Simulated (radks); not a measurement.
Values are calculated unless marked as measured or tabulated.
Valence configurations of the iodine ion I+ (all share [Kr]). Code: a radial shooting solver on a logarithmic mesh with Libxc functionals. Model: scalar-relativistic Kohn-Sham, PBEsol, spin-polarised, spherical densities, finite nucleus; open shells are filled with parallel spins first (spin-orbit coupling, left out, can overturn this in heavy ions); Fermi nuclear charge, rms radius 4.75 fm. Energies are relative to 4d10 5s2 5p4; eigenvalues in eV for spin up.

[
 {"valence": "4d10 5s2 5p4", "E (eV)": "0.000", "moment (Bohr magnetons)": "2", "e(4d)": "-59.795", "e(5p)": "-15.982", "e(5s)": "-26.892"},
 {"valence": "4d10 5s1 5p5", "E (eV)": "10.989", "moment (Bohr magnetons)": "2", "e(4d)": "-61.203", "e(5p)": "-16.587", "e(5s)": "-27.736"},
 {"valence": "4d10 5s1.5 5p4.5", "E (eV)": "5.488", "moment (Bohr magnetons)": "2", "e(4d)": "-60.502", "e(5p)": "-16.285", "e(5s)": "-27.315"},
 {"valence": "4d9 5s1.5 5p5.5", "E (eV)": "53.082", "moment (Bohr magnetons)": "2", "e(4d)": "-67.718", "e(5p)": "-17.462", "e(5s)": "-29.272"},
 {"valence": "4d9.5 5s1.5 5p5", "E (eV)": "28.718", "moment (Bohr magnetons)": "2", "e(4d)": "-64.114", "e(5p)": "-16.881", "e(5s)": "-28.306"},
 {"valence": "4d9 5s2 5p5", "E (eV)": "47.272", "moment (Bohr magnetons)": "2", "e(4d)": "-67.051", "e(5p)": "-17.176", "e(5s)": "-28.876"},
 {"valence": "4d8.5 5s2 5p5.5", "E (eV)": "72.618", "moment (Bohr magnetons)": "2", "e(4d)": "-70.668", "e(5p)": "-17.753", "e(5s)": "-29.832"},
 {"valence": "4d8.5 5s1.5 5p6", "E (eV)": "78.586", "moment (Bohr magnetons)": "2", "e(4d)": "-71.319", "e(5p)": "-18.031", "e(5s)": "-30.217"},
 {"valence": "4d9.5 5s2 5p4.5", "E (eV)": "23.068", "moment (Bohr magnetons)": "2", "e(4d)": "-63.428", "e(5p)": "-16.587", "e(5s)": "-27.897"},
 {"valence": "4d8 5s2 5p6", "E (eV)": "99.108", "moment (Bohr magnetons)": "2", "e(4d)": "-74.282", "e(5p)": "-18.319", "e(5s)": "-30.769"}
]

NIST lists [Kr] 4d10 5s2 5p4 as the ground configuration; this level of theory agrees among the configurations tried. The energies are those of spherical high-spin densities, not of single terms.
